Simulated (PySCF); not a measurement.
PBE on Li (lithium, neutral), [He] 3d1, 2D determinant (an excited configuration). Computed with PySCF 2.14 in dyall-av3z, with scalar relativity by spin-free X2C-1e.

```
cycle= 1 E= -7.29407069876859  delta_E= -0.00143  |g|= 0.00874  |ddm|= 0.0725
cycle= 2 E= -7.29408384664705  delta_E= -1.31e-05  |g|= 0.00207  |ddm|= 0.0107
cycle= 3 E= -7.29408464071155  delta_E= -7.94e-07  |g|= 4.21e-05  |ddm|= 0.00189
cycle= 4 E= -7.29408464753837  delta_E= -6.83e-09  |g|= 5.17e-06  |ddm|= 0.000853
cycle= 5 E= -7.29408464765448  delta_E= -1.16e-10  |g|= 2.17e-08  |ddm|= 0.000127
converged SCF energy = -7.29408464765448  <S^2> = 0.75000011  2S+1 = 2.0000001
```

Highest occupied orbital energy: 0.476 eV; ⟨L²⟩ = 6.00; populations by l: s 2.00, p 0.00, d 1.00.

Question: Can this result be used?

Answer: Not for this state. The calculation finished and met its thresholds. The outer electron is Rydberg-like, and this basis confines it to a smaller radius and binds it less than a complete one would. At PBE the highest occupied level has a positive energy, so only the finite basis holds that electron; for this excited configuration the basis is too tight for the outer shell.
